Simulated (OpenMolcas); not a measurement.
## W4+: moving or changing the point charges

W4+ among 6 point charges of -1.7 e arranged as an octahedron (Oh), 2 Å from the ion.

```yaml
Program: OpenMolcas
Method: CASSCF
Basis: ANO-RCC-VDZP [7s6p4d2f1g]
Scalar_Hamiltonian: DKH2, point nucleus
Active_space: 2 electrons in 5 orbitals (5d)
State_averaging: 2S+1 = 3 even, 10 roots; 2S+1 = 1 even, 15 roots
Spin-orbit_coupling: state interaction with AMFI integrals over the reference wave functions
```

Runs around this geometry, states (labels of O, the rotations of Oh). Energies in cm-1 above the lowest state or level, χT in cm3 K/mol; under a threefold ground state the first gap can be a small split of the lowest multiplet, not the spin-orbit step; 10Dq and B are least-squares fits to the states below 45000 cm-1, weighted by degeneracy, with a free offset, and given where the rms deviation is under 5 % of |10Dq| (or 100 cm-1) and under 700 cm-1.

| R (Å) | q (e) | Ground state | First state of that spin | 10Dq | B (rms of fit) | First gap with spin-orbit (degeneracies) | χT at 300 K | First state of another spin |
| --- | --- | --- | --- | --- | --- | --- | --- | --- |
| 2 | -0.85 | 3T1 | 3T2 5924 | 6993 | 784 (73) | 1022 (2, 3) | 0.080 | 1T2 11328 |
| 1.92 | -1.7 | 3T1 | 3T2 15361 | 17094 | 761 (138) | 716.0 (2, 3) | 0.047 | 1T2 10799 |
| 2 | -1.7 | 3T1 | 3T2 12574 | 14361 | 763 (197) | 832.7 (2, 3) | 0.048 | 1T2 10993 |

Taking |10Dq| as R^-n, n = -ln(14361 / 17094) / ln(2 / 1.92) = 4.3 between the shortest and longest distance. The point-charge formula for a cubic d site gives n = 5.

Scaling the charges by -0.85 / -1.7 = 0.50 scales |10Dq| by 6993 / 14361 = 0.49; with fixed orbitals a first-order splitting would follow the charge.

An orbital triplet at a regular site is open to Jahn-Teller coupling, which can distort the site and quench the lowest spin-orbit gaps and is left out. Without dynamic correlation the repulsion within the d shell is too large (B by tens of per cent), so at a given field states of lower spin stand too high. This field is weak: 10Dq is about 6993 cm-1, while octahedral complexes of 5d ions of charge 3 and more, computed by the same method with explicit ligands, had a median near 35000 cm-1. Ground spin and moment need not be those of a real site (figures for R = 2, q = -0.85; the like holds for R = 1.92, q = -1.7, R = 2, q = -1.7). Point charges carry no covalency, so the field is a model and not that of real ligands. No measured value stands beside these numbers.
